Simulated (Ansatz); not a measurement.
Geometry optimisation, Ansatz, RKS r2SCAN/def2-SVP.

The input (input.yaml):

```yaml
crystal:
  periodic: [false, false, false]
  atoms:
    - { symbol: B, position_ang: [-0.106491, -0.536831, -0.410364] }
    - { symbol: F, position_ang: [-0.028058, 0.208819, 1.993405] }
    - { symbol: H, position_ang: [0.96619, -0.038145, -0.57131] }
    - { symbol: Cl, position_ang: [-1.586672, 0.23196, -0.879919] }
    - { symbol: Br, position_ang: [-0.151076, -2.452468, 0.182217] }
    - { symbol: H, position_ang: [-0.117692, -0.669536, 2.273271] }
basis:
  gaussian: { orbitals: def2-SVP }
hamiltonian:
  xc: r2scan
relax:
  f_tol: 0.03
  max_steps: 50
```

Command:

```bash
$ ansatz run input.yaml --threads 2 --pin off --max-ram 3072MiB --backend cpu --events-out ev --progress --plain --runs-dir out
```

Question: Where does it end, and by what steps?

Answer: The run converged. After 6 steps the energy has fallen by 0.046 eV; H6 moved furthest, 0.08 Å.

| step | energy less start (eV) | largest force component (eV/Å) | accepted |
| --- | --- | --- | --- |
| 0 | 0.0000 | 1.023 | yes |
| 1 | -0.0352 | 0.664 | yes |
| 2 | -0.0398 | 0.604 | yes |
| 3 | -0.0433 | 0.377 | yes |
| 4 | -0.0453 | 0.198 | yes |
| 5 | -0.0461 | 0.102 | yes |
| 6 | -0.0464 | 0.010 | yes |

```xyz
6
Properties=species:S:1:pos:R:3
B -0.107 -0.548 -0.357
F -0.058 0.195 1.929
H 0.962 -0.045 -0.538
Cl -1.578 0.234 -0.862
Br -0.155 -2.399 0.212
H -0.087 -0.695 2.203
```

Whether the end is a true minimum wasn't checked by a vibrational analysis.

Run time: 10 s on 2 threads of Intel(R) Xeon(R) 6975P-C (Granite Rapids), on a shared host, peak memory 0.17 GiB.
